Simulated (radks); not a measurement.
Question: These are the eigenvalues of the occupied orbitals of an atom or ion with whole-number occupations (hartree). All-electron calculation, scalar-relativistic Kohn-Sham, PBE, spin-unpolarised, spherical densities, point nucleus. Program: a radial shooting solver on a logarithmic mesh with Libxc functionals.

| orbital | eigenvalue |
|---|---|
| 1s | -2560.280 |
| 2s | -446.9833 |
| 2p | -391.6510 |
| 3s | -107.5802 |
| 3p | -91.19517 |
| 3d | -72.37148 |
| 4s | -26.96705 |
| 4p | -21.59254 |
| 4d | -14.77850 |
| 5s | -8.56268 |
| 4f | -7.18275 |
| 5p | -7.05305 |

Which element is it, and in what charge state? The configuration may be excited.

Answer: Z = 74, tungsten, charge +10: W10+ in [Kr] 4d10 4f14 5s2 5p2. The list shows which subshells hold electrons but not how many an open one holds; the 1s level, -2560.3 hartree, gives Z - s = 71.6 by -(Z - s)^2/2, which with screening and relativity narrows Z to a few neighbours, and the depths of the outer levels then fix element, charge and occupations together.
